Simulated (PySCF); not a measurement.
Computed shifts of a molecule C₄H₄ClF, PySCF with PBE0/pcSseg-1, GIAO, gas phase, atoms alike by connectivity averaged where their shifts nearly agree, in ppm (number of nuclei): ¹³C: 170.6 (1), 146.4 (1), 125.1 (1), 103.6 (1). ¹⁹F: -117.8 (1). ¹H: 6.45 (1), 6.06 (1), 5.70 (1), 5.54 (1). References: ¹³C against TMS (σ = 186.3 ppm); ¹⁹F against CFCl3 (σ = 167.2 ppm); ³⁵Cl against HCl (σ = 945.9 ppm); ¹H against TMS (σ = 31.56 ppm), references at their B3LYP-D3(BJ)/def2-TZVP geometries, non-relativistic (without spin–orbit terms, shifts of atoms bonded to Cl or Br come out too high). Coordinates come from a r2SCAN-D4/def2-SVP optimisation. Other conformers were not sampled.

Q: Identify the compound among the candidates.
A) C=C/C=C(\F)Cl
B) C=C(F)C(=C)Cl
C) FC1=C(Cl)CC1
D) C=C/C(Cl)=C\F

A: B, C=C(F)C(=C)Cl
